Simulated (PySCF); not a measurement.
# Checking a proposed structure

A compound C₃H₁₂N₂OSi gives the data below (simulated from a calculation) and was assigned the structure `CCO[Si](C)(N)N`.

13C{1H} NMR (computed): δ 53.1 (CH3), 9.0 (CH3), 7.6 (CH2).

1H NMR (600 MHz, computed): δ 3.82 (s, 3H), 0.97 (t, 3H), 0.55 (q, 2H), 0.39 (br s, 4H).

All values are calculated (PySCF 2.14.0 with density-fitted response routines): GFN2-xTB structure, shielding tensors at PBE0/pcSseg-1 (GIAO). One computed conformer, non-relativistic Hamiltonian, no solvent model, equivalent nuclei averaged.

Chemical shifts δ = σref − σ; TMS for 1H (31.72 ppm) and 13C (186.93 ppm), all at this level.

(1) Compare with the shifts computed for the proposed structure, pairing carbons in order of shift.

(2) Which isomer fits?

## Answers

(1) Numbering as in the mapped SMILES `[CH3:1][CH2:2][O:3][Si:4]([CH3:5])([NH2:6])[NH2:7]`; H(Xn) means a hydrogen on atom n.

```tsv
atom	computed for proposal	given list	difference
C2	62.0	53.1	+8.9
C1	21.0	9.0	+12.0
C5	0.2	7.6	-7.4
```

The rms difference is 9.7 ppm and the largest +12.0 ppm at C1 (methyl carbon). The carbon types in order of shift don't match either: CH2, CH3, CH3 for the proposal against CH3, CH3, CH2 in the data. The proposal doesn't fit.

(2) `CC[Si](N)(N)OC`.

1. Carbon types of the structure: 1 × CH2, 2 × CH3, leaving 4 H on heteroatoms.
2. δC 53.1: methyl carbon bonded to O; deshielded by the electronegative neighbour.
3. δC 7.6: sp3 CH2 bonded to Si; an electropositive neighbour leaves it electron-rich and shielded.
4. δH 3.82: hydrogen on a methyl carbon bonded to O; its carbon carries O, hence the downfield position.
5. δH 0.55: hydrogen on an sp3 CH2 bonded to Si; an electropositive neighbour shields it, as in TMS itself.

The data come from this structure; uniqueness wasn't tested.

OH/NH shifts are gas-phase values; hydrogen bonding in solution moves them, usually downfield. Shifts are as computed. Against solution values, carbons near 30 ppm lie about +3 ppm off and those near 130 ppm about +5 ppm. Of 1211 compounds with measured shifts, 218 miss one by over three times the rms of a fit or turn the order of signals round; such compounds aren't used in these exercises. No couplings were computed; multiplicities are counted from neighbouring protons, with m where these are inequivalent, close in shift, in a saturated or five-membered ring or joined by F or P, and br s for small geminal =CH2 splittings.
